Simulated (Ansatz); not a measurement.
Species: WH$_{5}$, charge 0, multiplicity 2. SMILES: [WH5]
Coordinates optimised at B3LYP-D3(BJ)/def2-TZVP (Ansatz, an electronic-structure program):
```
W
H 1 1.6787
H 1 1.6935 2 61.80
H 1 1.6935 2 61.80 3 180.00
H 1 1.7207 2 121.67 4 90.00
H 1 1.7207 2 121.67 4 -90.00
```
Charge 0, spin multiplicity 2.

Wanted: atomisation energy, in kcal/mol. Conventions: no dispersion term unless named; six Cartesian d functions in 6-31G* and its kin unless marked 5d; def2 sets with scalar-relativistic core potentials past Kr; atomisation electronic, to ground-state atoms; open shells spin-unrestricted; LANL2DZ with its own core potentials from Na on; no spin-orbit coupling. First-principles rows: single points at B3LYP-D3(BJ) geometries (Ansatz).

| species | coefficient | E at B3LYP/6-31G* with LANL2DZ past Ar (Ansatz), Eh | E at wB97M-V/def2-TZVPD (Ansatz), Eh |
|---|---|---|---|
| [WH5] (WH5) | -1 | -70.66725 | -69.84219 |
| H atom | +5 | -0.50027 | -0.49411 |
| W atom | +1 | -67.63346 | -66.83444 |

 1 Eh = 627.5095 kcal/mol.

### Question
Work the quantity out at each level.

### Answer

- B3LYP/6-31G* with LANL2DZ past Ar: the sum of coefficient times E is 0.53244 Eh, or 334.11 kcal/mol. Result: 334.1 kcal/mol.
- wB97M-V/def2-TZVPD: the sum of coefficient times E is 0.53720 Eh, or 337.10 kcal/mol. Result: 337.1 kcal/mol.
